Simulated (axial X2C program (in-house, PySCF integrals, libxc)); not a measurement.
## RbC: cheaper levels and CCSD(T), two-component

Computed with an in-house all-electron X2C program for linear molecules (integrals from PySCF). Two-component (2c) means X2C with spin–orbit coupling and atomic mean-field two-electron Coulomb and Gaunt terms. Basis: Rb dyall-cv3z [12s13p8d4f1g], C dyall-v3z [7s6p2d1f] (cores contracted in-house); Gaussian nuclei, density fitting, unrestricted open shells. Masses: Rb 84.912 u, C 12.000 u.

State: Ω = 3/2 (⟨Sz⟩ = 1.50, ⟨Lz⟩ = 0.00 at HF); fragments Rb + C.

| level | Re (Å) | ωe (cm⁻¹) | De (eV) |
| --- | --- | --- | --- |
| PBE0 | 2.623 | 323.6 | 2.24 |
| HF | 2.708 | 319.7 | 1.46 |
| MP2 | 2.637 | 331.2 | 2.07 |
| CCSD | 2.653 | 327.3 | 1.96 |
| r2SCAN | 2.641 | 319.5 | 2.39 |

Correlated methods: 13 electrons correlated (number of frozen shells: Rb 3 s, 2 p, 1 d; C 1 s), 233 virtual spin orbitals or spinors in MP2, 90 natural virtuals in coupled cluster.

CCSD(T), same Hamiltonian and basis:

Re = 2.648 Å, ωe = 327.8 cm⁻¹, De = 1.98 eV; T1 = 0.008 (Lee–Taylor normalisation).

Q: Give the differences from CCSD(T) in the columns below.

A: 

| level | ΔRe (Å) | Δωe (cm⁻¹) | ΔDe (eV) |
| --- | --- | --- | --- |
| PBE0 | -0.025 | -4 | 0.26 |
| HF | 0.060 | -8 | -0.52 |
| MP2 | -0.011 | 3 | 0.09 |
| CCSD | 0.005 | 0 | -0.02 |
| r2SCAN | -0.007 | -8 | 0.41 |

Occupations by symmetry block were frozen at the best pattern of an incomplete PBE0 search. De is counted from the lowest determinant-based energies of the atoms at the same level, without counterpoise correction. Density functionals use the spin component along the axis (collinear). Coupled cluster ran in a truncated set of natural virtual spinors; the MP2 energy of the rest was added. (T) has no such correction and the atoms are truncated less, which lowers De at CCSD(T) by a hundredth of an eV or more. The 2c atoms are single determinants rather than J levels; their spin–orbit lowering is only partly caught, and De is too large by that part. This holds for PBE0, MP2, CCSD, r2SCAN, CCSD(T). The functionals have no current-density term, which raises determinants with orbital currents, atoms included. With several unpaired electrons one determinant need not be a pure state. This is the top spin component of a Σ state; components of lower Ω are not single determinants and can lie lower.
